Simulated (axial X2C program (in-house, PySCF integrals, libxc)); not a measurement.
## Bond lengths and stretching modes, held linear, of HfOH

Computed with an axial X2C code built on PySCF integrals: two-component X2C with atomic mean-field Coulomb and Gaunt terms, Gaussian nuclei, basis Hf dyall-v3z, O dyall-av3z, H dyall-v3z with contracted cores. Spin-free rows use the one-electron spin-free X2C Hamiltonian.

Masses Hf 179.947, O 15.995, H 1.008 u. States: 2c Ω = 3/2 (beyond evenly filled blocks: ω = 3/2); spin-free M_S = 1/2, Λ = 2 (beyond evenly filled blocks: δ+α).

MP2, spin-free: energies above the lowest point

```
r(Hf–O) (Å)  r(O–H) (Å)  E (meV)
     1.8115      0.9292    76.15
     1.8115      0.9530    53.62
     1.8115      0.9768    62.62
     1.8580      0.9292    21.95
     1.8580      0.9530     0.00
     1.8580      0.9768     9.35
     1.8580      1.0007    45.69
     1.9044      0.9292    36.83
     1.9044      0.9530    14.92
     1.9044      0.9768    24.52
     1.9509      0.9530    84.19
     1.9509      1.0007   130.69
```

**Question.** Fit a quadratic surface with cubic terms in each bond: where is the minimum, and what are the two stretching wavenumbers?

**Answer.** At MP2, spin-free: bonds 1.870 and 0.957 Å; harmonic stretches 725.3 and 3938.5 cm⁻¹; force constants 4.82, 8.65 and coupling 0.04 mdyn/Å.

The other levels and Hamiltonians give:

| Hamiltonian | level | r(Hf–O) (Å) | r(O–H) (Å) | lower stretch (cm⁻¹) | upper stretch (cm⁻¹) |
| --- | --- | --- | --- | --- | --- |
| 2c | PBE0 | 1.858 | 0.953 | 731.2 | 3997.2 |
| 2c | HF | 1.898 | 0.934 | 699.5 | 4241.3 |
| 2c | TPSSh | 1.860 | 0.957 | 730.5 | 3920.1 |
| 2c | MP2 | 1.883 | 0.957 | 707.7 | 3946.8 |
| spin-free | PBE0 | 1.857 | 0.953 | 733.9 | 3994.2 |
| spin-free | HF | 1.898 | 0.934 | 701.5 | 4235.5 |
| spin-free | TPSSh | 1.860 | 0.958 | 732.9 | 3917.3 |

Each state is one determinant, the lowest of a limited PBE0 search; the stretches come from a fit to these few points and carry an uncertainty of a few per cent. Other orders of the atoms were not compared. MP2 freezes inner shells (threshold -2 hartree). The molecule was held linear; bending was not examined, so a bent shape may lie lower. Note: functional without a current term on a determinant with orbital currents, of the molecule or an atom.
